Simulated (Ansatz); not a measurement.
Reaction (silylene formation by 1,1-elimination): `C[Si](C)(F)[SeH]` → `C[Si]F` + `C[SeH]`

Computed with Ansatz on PBE0-D4/def2-TZVP structures; ΔE is electronic, products minus reactants. CCSD(T)/CBS adds triple-zeta CCSD(T) − MP2 to the extrapolated MP2 energy (def2 sets, frozen cores). This one scheme is used for every species. Functionals use def2-TZVPP. For Se outer-core shells are correlated without core-valence functions, which leaves a few kJ/mol of doubt a bond. Scalar relativity is left out up to krypton. Each species was taken in one conformer, which may not be the lowest.

| level | ΔE (eV) |
| --- | --- |
| PBE0-D4 | 3.44 |
| ωB97M-V | 3.26 |

**Question.** What does CCSD(T)/CBS give? (Best estimate.)

**Answer.** The calculation gave: +3.34 eV. The listed levels differ from it by 0.10, -0.08 eV.

Largest T1 diagnostic among the species: 0.014.

From r2SCAN to r2SCAN0 (25 % exact exchange), in def2-TZVPP and without D4, ΔE moves by +0.06 eV. In def2-TZVPP, CCSD(T) changes the Hartree–Fock value by +0.09 eV (the triples alone add +0.02 eV) and MP2 by +0.31 eV.
